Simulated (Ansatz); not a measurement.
One change: `C[O][SnH]([CH3])[NH2]` becomes `[CH3][SnH]([NH2])[F]`.

Ansatz, PBE0-D4/def2-TZVP geometries, multiplicity 1. Each molecule was computed in one conformer, which needn't be the lowest.

Elements past krypton have def2 core potentials.

| property | `C[O][SnH]([CH3])[NH2]` |
| --- | --- |
| HOMO–LUMO gap (B3LYP/def2-TZVPP) / eV | 6.78 |
| HOMO energy (PBE/def2-TZVPP) / eV | -5.66 |
| LUMO energy (B3LYP/def2-TZVPP) / eV | -0.20 |
| LUMO energy (ωB97M-V/def2-TZVPP) / eV | 1.67 |
| size of the dipole moment (ωB97M-V/def2-TZVPP) / D | 1.06 |
| LUMO energy (PBE0/def2-TZVPP) / eV | 0.15 |

Give the same properties after the change, and the shifts. (An estimate is asked.)

The calculation gave: 
```tsv
property	`[CH3][SnH]([NH2])[F]`	shift
HOMO–LUMO gap (B3LYP/def2-TZVPP) / eV	6.80	0.02
HOMO energy (PBE/def2-TZVPP) / eV	-6.01	-0.35
LUMO energy (B3LYP/def2-TZVPP) / eV	-0.40	-0.20
LUMO energy (ωB97M-V/def2-TZVPP) / eV	1.52	-0.15
size of the dipole moment (ωB97M-V/def2-TZVPP) / D	3.97	2.91
LUMO energy (PBE0/def2-TZVPP) / eV	-0.04	-0.19
```

With PBE0 the HOMO falls by 0.24 eV and the LUMO falls by 0.19 eV, so the gap widens by about 0.05 eV. PBE moves the HOMO by -0.35 eV and ωB97M-V by -0.24 eV. Dipoles are sizes alone; their direction can turn.

B3LYP here is the variant with VWN-RPA as its local correlation; programs differ in this.
